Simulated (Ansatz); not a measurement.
# Energy profile

The step: BSi₄H₉Cl₂O ([SiH3][Si]([SiH3])([SiH3])[O][B]([Cl])[Cl]) + H₂O → BSi₄H₁₀ClO₂ ([OH][B]([Cl])[O][Si]([SiH3])([SiH3])[SiH3]) + HCl; bonds formed: Cl2–H9; dative contacts that become bonds: B1–O10; bonds broken: B1–Cl2, H9–O10 (atoms numbered as in the saddle structure below).

B1  (-1.460, -1.222, -1.293)
Cl2  (-0.083, -2.974, -0.511)
Cl3  (-2.196, -1.715, -2.821)
O4  (-0.715, -0.129, -1.189)
Si5  (0.340, 0.540, -0.064)
Si6  (0.572, 2.786, -0.679)
Si7  (-0.527, 0.420, 2.112)
Si8  (2.432, -0.524, -0.150)
H9  (-1.492, -2.415, 0.133)
O10  (-2.272, -1.627, -0.080)
H11  (-0.747, 3.474, -0.695)
H12  (1.450, 3.450, 0.323)
H13  (1.196, 2.906, -2.023)
H14  (-0.661, -0.989, 2.571)
H15  (0.429, 1.127, 3.009)
H16  (-1.856, 1.086, 2.209)
H17  (3.457, 0.524, 0.122)
H18  (2.665, -1.079, -1.508)
H19  (2.567, -1.586, 0.877)
H20  (-3.099, -2.053, -0.344)
(Å)

Electronic energies by CCSD(T) at an estimated basis limit (MP2 extrapolated from triple and quadruple zeta, plus CCSD(T) − MP2 in triple zeta), on PBE0-D4/def2-TZVP structures; BSi$_{4}$H$_{11}$Cl$_{2}$O$_{2}$, closed shell; no counterpoise correction. Computed with Ansatz 0.2.0 (basis: def2-TZVPP and def2-QZVPP); correlated methods freeze the cores. Extrapolation: Hartree–Fock as exp(−7.88 √X), correlation as X^−2.97.

Give the profile in kcal/mol, counted from the separated reactants. (Judge from chemistry; the value comes from the calculation.)

By the calculation:
```tsv
point	kcal/mol
separated: BSi$_{4}$H$_{9}$Cl$_{2}$O (linked as [SiH3][Si]([SiH3])([SiH3])[O][B]([Cl])[Cl]; B1, Cl2, Cl3, O4, Si5, Si6, Si7, Si8, H11, H12, H13, H14, H15, H16, H17, H18, H19; singlet) + H$_{2}$O (H9, O10, H20; singlet)	0.00
start structure	-4.24
saddle	11.05
end structure	-14.29
separated: BSi$_{4}$H$_{10}$ClO$_{2}$ (linked as [OH][B]([Cl])[O][Si]([SiH3])([SiH3])[SiH3]; B1, Cl3, O4, Si5, Si6, Si7, Si8, O10, H11, H12, H13, H14, H15, H16, H17, H18, H19, H20; singlet) + HCl (Cl2, H9; singlet)	-10.78
```

The T1 diagnostic stays at or below 0.014.

The step is the kind of ligand exchange by which a precursor binds to a hydroxyl group, or is hydrolysed, in atomic layer deposition of oxides. Here a small cluster stands in for the surface site.

For scale, one of the runs: CCSD(T)/def2-TZVPP, 499 basis functions, launched by `ansatz run in.yaml --threads 4 --pin off --events-out ev --progress --plain --max-ram 66560MiB --backend cuda --devices 0, --max-vram 37GiB`. Hardware: 4 CPU threads of an AMD EPYC 7R13 and a share of one NVIDIA H100, shared host. Wall time 72 s; peak host memory 1.2 GiB.
